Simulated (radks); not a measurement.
Removal energies from the aluminium ion Al10+, [He] 2s1, by Delta-SCF beside the eigenvalue of the level emptied. Calculated with a radial shooting solver on a logarithmic mesh with Libxc functionals: Dirac Kohn-Sham, PBE, spin-unpolarised, spherical densities, finite nucleus; Fermi nuclear charge, rms radius of each element as measured or else 0.836 A^(1/3) + 0.57 fm. Sub-shells are occupied by j as written (lower j first in brackets).

| removed from | final configuration | Delta-SCF (eV) | -eigenvalue (eV) |
|---|---|---|---|
| 2s1/2 | [He] | 440.25 | 420.15 |
| 1s1/2 | 1s1 2s1 | 2036.5 | 1942.5 |
